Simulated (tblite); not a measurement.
A geometry optimisation, step by step.

Compound: CH3B2BrF2.
Bonds: F1–B2, B2–C3, C3–B4, B4–F5, B4–Br6. Hydrogens: H7 on B2; H8, H9 on C3.

Computed with GFN2-xTB (tblite), gas phase: L-BFGS steps from a force-field or distance-geometry start until the largest atomic force falls under 0.01 eV/Å. 14 of its 55 geometries are shown.

Step 0: E = -538.2000 eV, largest atomic force 3.403 eV/Å
```
atom  x, y, z in Å  |  force x, y, z in eV/Å
F1     -1.891    1.185   -0.503    1.168  -3.012   1.069
B2     -1.333   -0.096   -0.187   -0.148   2.422  -1.673
C3     -0.006   -0.262    0.681    0.026   0.138   1.000
B4      1.248    0.443   -0.013   -0.803   1.098  -2.548
F5      1.125    1.759   -0.544    0.736  -2.880   1.472
Br6     2.450   -0.817   -1.016   -0.657   1.312   0.907
H7     -1.573   -0.982   -0.940   -0.491   0.397   0.375
H8     -0.182    0.127    1.714    0.127  -0.078  -0.670
H9      0.176   -1.351    0.782    0.040   0.603   0.068
```

Step 4: E = -539.0712 eV, largest atomic force 0.380 eV/Å
```
atom  x, y, z in Å  |  force x, y, z in eV/Å
F1     -1.860    1.090   -0.447    0.067   0.005   0.199
B2     -1.264   -0.061   -0.263   -0.066   0.013  -0.001
C3     -0.008   -0.243    0.689   -0.144  -0.199   0.071
B4      1.166    0.393   -0.135   -0.203   0.242  -0.084
F5      1.180    1.665   -0.477    0.181  -0.054   0.174
Br6     2.413   -0.719   -0.958    0.337  -0.044  -0.151
H7     -1.617   -0.953   -0.920   -0.231  -0.176  -0.226
H8     -0.176    0.143    1.694    0.035   0.346  -0.152
H9      0.179   -1.309    0.792    0.023  -0.134   0.171
```

Step 8: E = -539.1468 eV, largest atomic force 0.443 eV/Å
```
atom  x, y, z in Å  |  force x, y, z in eV/Å
F1     -1.842    1.084   -0.383   -0.066  -0.067  -0.005
B2     -1.281   -0.098   -0.283   -0.085  -0.119   0.184
C3     -0.032   -0.275    0.682    0.148   0.088  -0.247
B4      1.130    0.380   -0.176    0.373  -0.213   0.107
F5      1.233    1.666   -0.420   -0.108  -0.034   0.120
Br6     2.471   -0.690   -0.973   -0.138   0.102   0.026
H7     -1.683   -0.967   -0.965   -0.037   0.125  -0.011
H8     -0.167    0.239    1.643   -0.018  -0.061  -0.322
H9      0.184   -1.333    0.851   -0.068   0.179   0.149
```

Step 12: E = -539.1859 eV, largest atomic force 0.201 eV/Å
```
atom  x, y, z in Å  |  force x, y, z in eV/Å
F1     -1.846    1.065   -0.347   -0.150  -0.064   0.019
B2     -1.308   -0.129   -0.270    0.101   0.098  -0.144
C3     -0.022   -0.285    0.642   -0.006  -0.004   0.041
B4      1.166    0.356   -0.174   -0.013   0.046   0.048
F5      1.244    1.655   -0.364    0.006  -0.034   0.063
Br6     2.497   -0.668   -0.989    0.125  -0.089  -0.090
H7     -1.728   -0.957   -0.991   -0.034   0.009   0.106
H8     -0.166    0.289    1.559   -0.044   0.056  -0.010
H9      0.176   -1.321    0.908    0.015  -0.018  -0.033
```

Step 17: E = -539.1960 eV, largest atomic force 0.102 eV/Å
```
atom  x, y, z in Å  |  force x, y, z in eV/Å
F1     -1.882    1.051   -0.332   -0.038   0.015   0.008
B2     -1.299   -0.123   -0.289   -0.023  -0.027   0.071
C3     -0.016   -0.283    0.633    0.008   0.033  -0.032
B4      1.186    0.346   -0.169   -0.007   0.001   0.007
F5      1.255    1.649   -0.334    0.102  -0.005   0.003
Br6     2.521   -0.672   -1.006   -0.016   0.019   0.006
H7     -1.746   -0.957   -0.979    0.022  -0.064  -0.014
H8     -0.177    0.314    1.534   -0.006  -0.019  -0.005
H9      0.173   -1.318    0.916   -0.043   0.046  -0.045
```

Step 21: E = -539.2022 eV, largest atomic force 0.145 eV/Å
```
atom  x, y, z in Å  |  force x, y, z in eV/Å
F1     -1.927    1.039   -0.319    0.018  -0.131  -0.005
B2     -1.314   -0.122   -0.286   -0.001  -0.008  -0.028
C3     -0.015   -0.265    0.620   -0.093  -0.017  -0.005
B4      1.207    0.344   -0.166   -0.086   0.115   0.020
F5      1.310    1.648   -0.314    0.054   0.007   0.031
Br6     2.529   -0.672   -1.016    0.011  -0.071  -0.006
H7     -1.742   -0.983   -0.965    0.014   0.088   0.044
H8     -0.190    0.325    1.526    0.070  -0.019  -0.050
H9      0.155   -1.305    0.895    0.014   0.037  -0.002
```

Step 25: E = -539.2061 eV, largest atomic force 0.094 eV/Å
```
atom  x, y, z in Å  |  force x, y, z in eV/Å
F1     -1.959    1.014   -0.306   -0.055   0.054  -0.017
B2     -1.323   -0.130   -0.288    0.007  -0.009   0.021
C3     -0.022   -0.256    0.606    0.076   0.017   0.000
B4      1.212    0.349   -0.168    0.027  -0.026  -0.016
F5      1.358    1.651   -0.285   -0.011   0.035   0.035
Br6     2.534   -0.679   -1.021   -0.081  -0.026   0.035
H7     -1.747   -0.990   -0.957   -0.029  -0.055  -0.070
H8     -0.186    0.340    1.506    0.021   0.015   0.019
H9      0.147   -1.293    0.889    0.044  -0.003  -0.006
```

Step 29: E = -539.2088 eV, largest atomic force 0.048 eV/Å
```
atom  x, y, z in Å  |  force x, y, z in eV/Å
F1     -1.989    1.001   -0.307    0.019  -0.010   0.013
B2     -1.330   -0.133   -0.289   -0.009  -0.003  -0.012
C3     -0.018   -0.245    0.599   -0.032   0.011   0.010
B4      1.218    0.359   -0.170   -0.012  -0.006   0.023
F5      1.386    1.661   -0.264   -0.003  -0.030   0.009
Br6     2.515   -0.698   -1.016   -0.004  -0.009  -0.027
H7     -1.747   -1.000   -0.960    0.020   0.002  -0.008
H8     -0.176    0.346    1.504   -0.015   0.015   0.002
H9      0.154   -1.284    0.877    0.037   0.029  -0.009
```

Step 33: E = -539.2095 eV, largest atomic force 0.030 eV/Å
```
atom  x, y, z in Å  |  force x, y, z in eV/Å
F1     -1.996    0.995   -0.302   -0.004  -0.005  -0.003
B2     -1.333   -0.136   -0.291    0.013   0.000   0.008
C3     -0.022   -0.240    0.597    0.013  -0.006   0.005
B4      1.219    0.358   -0.167    0.003   0.004  -0.014
F5      1.397    1.657   -0.252    0.012   0.013  -0.001
Br6     2.510   -0.703   -1.022   -0.020  -0.002  -0.016
H7     -1.746   -1.004   -0.964    0.021   0.010  -0.006
H8     -0.178    0.354    1.500   -0.026   0.000   0.001
H9      0.162   -1.276    0.875   -0.011  -0.013   0.025
```

Step 37: E = -539.2106 eV, largest atomic force 0.076 eV/Å
```
atom  x, y, z in Å  |  force x, y, z in eV/Å
F1     -2.008    0.982   -0.298   -0.013   0.031   0.009
B2     -1.330   -0.139   -0.291    0.029  -0.002  -0.004
C3     -0.023   -0.233    0.601    0.047   0.009   0.022
B4      1.220    0.361   -0.168   -0.018   0.007   0.035
F5      1.419    1.659   -0.237    0.003  -0.014  -0.008
Br6     2.485   -0.715   -1.041   -0.022   0.016  -0.019
H7     -1.726   -1.003   -0.974   -0.010  -0.056  -0.051
H8     -0.196    0.364    1.500    0.034  -0.014  -0.008
H9      0.172   -1.268    0.883   -0.049   0.023   0.024
```

Step 42: E = -539.2132 eV, largest atomic force 0.087 eV/Å
```
atom  x, y, z in Å  |  force x, y, z in eV/Å
F1     -2.018    0.959   -0.286    0.010  -0.068  -0.034
B2     -1.315   -0.149   -0.302   -0.027   0.005  -0.007
C3     -0.020   -0.222    0.617   -0.069   0.001  -0.015
B4      1.218    0.364   -0.157    0.038  -0.033  -0.028
F5      1.452    1.656   -0.214   -0.022   0.001   0.024
Br6     2.425   -0.728   -1.094    0.000   0.009  -0.016
H7     -1.683   -1.009   -1.014    0.045   0.062   0.041
H8     -0.218    0.384    1.502    0.038   0.051   0.047
H9      0.171   -1.249    0.921   -0.014  -0.028  -0.010
```

Step 46: E = -539.2159 eV, largest atomic force 0.113 eV/Å
```
atom  x, y, z in Å  |  force x, y, z in eV/Å
F1     -2.057    0.913   -0.282   -0.071   0.081  -0.034
B2     -1.303   -0.157   -0.312    0.017   0.002   0.078
C3     -0.027   -0.197    0.629    0.089  -0.010   0.050
B4      1.227    0.364   -0.148   -0.093  -0.013   0.001
F5      1.506    1.649   -0.168   -0.002  -0.045   0.020
Br6     2.356   -0.746   -1.156    0.017   0.021  -0.007
H7     -1.622   -1.013   -1.044    0.023  -0.046  -0.050
H8     -0.226    0.418    1.510    0.031   0.004  -0.055
H9      0.161   -1.224    0.946   -0.013   0.007  -0.004
```

Step 50: E = -539.2187 eV, largest atomic force 0.050 eV/Å
```
atom  x, y, z in Å  |  force x, y, z in eV/Å
F1     -2.090    0.877   -0.283    0.001  -0.001   0.001
B2     -1.296   -0.166   -0.311   -0.021   0.040  -0.017
C3     -0.028   -0.182    0.645   -0.041  -0.013  -0.025
B4      1.222    0.355   -0.145    0.007  -0.011  -0.020
F5      1.546    1.629   -0.124    0.000   0.006   0.008
Br6     2.299   -0.747   -1.216   -0.003   0.004   0.004
H7     -1.562   -1.014   -1.077    0.027  -0.006   0.020
H8     -0.223    0.457    1.508    0.009  -0.012   0.001
H9      0.144   -1.205    0.979    0.022  -0.007   0.029
```

Step 54: E = -539.2191 eV, largest atomic force 0.004 eV/Å
```
atom  x, y, z in Å  |  force x, y, z in eV/Å
F1     -2.096    0.874   -0.285    0.001   0.002  -0.001
B2     -1.295   -0.164   -0.313    0.000  -0.004   0.000
C3     -0.031   -0.181    0.647    0.003   0.001  -0.001
B4      1.220    0.354   -0.145   -0.001  -0.002  -0.001
F5      1.551    1.626   -0.117    0.000   0.002   0.002
Br6     2.288   -0.748   -1.226    0.000   0.000  -0.001
H7     -1.547   -1.014   -1.081   -0.001   0.000   0.001
H8     -0.222    0.461    1.508   -0.001  -0.002   0.002
H9      0.145   -1.202    0.987   -0.001   0.003   0.001
```

Q: Summarise the path.

A: The energy falls by 23.50 kcal/mol from step 0 to step 54; nine tenths of that is first reached at step 7. It never rises by more than 0.2 meV. The largest force goes from 3.403 to 0.004 eV/Å. Among the bonds B4–Br6 changes most, from 2.010 to 1.876 Å; the atoms move by 0.323 Å rms after alignment.

The cost below is that of the whole relaxation. Time: 0.38 s. Hardware: one thread, Arm Neoverse N1 (aarch64), shared host with 64 logical CPUs at a one-minute load of 59.
